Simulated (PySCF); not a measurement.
CH₃F₃OSi, SMILES F[Si](O)(F)CF.

The structure is a stationary point at PBE-D3(BJ)/def2-SVP. This is a generated structure with no PubChem entry under its InChIKey; it may be hypothetical. The values are those of a single conformer.

Two levels are set side by side: TDDFT-PBE/def2-SVPD (PySCF) and TDDFT-M06-2X/def2-SVPD (PySCF). Vertical, same geometry. The lowest singlet is HOMO→LUMO 94 % with PBE and HOMO→LUMO+1 49 %, HOMO→LUMO 38 % with the other functional; states are paired by order. Differences are taken from unrounded values.

```csv
quantity,TDDFT-PBE
lowest singlet excitation (eV),7.16
lowest triplet excitation (TDA) (eV),6.67
```

These are the TDDFT-PBE values. What does TDDFT-M06-2X give? (An estimate is asked for; the answer gives what the named calculation found.)


| quantity | TDDFT-M06-2X | TDDFT-PBE minus TDDFT-M06-2X |
|---|---|---|
| lowest singlet excitation (eV) | 8.07 | -0.90 |
| lowest triplet excitation (TDA) (eV) | 7.52 | -0.86 |

A lower first singlet is the usual sign of a functional without exact exchange. Differences between two approximate levels are no errors against the true value.

Rough cost on one machine, each run with all the roots and properties that it gave: TDDFT-M06-2X against TDDFT-PBE about 20 times.
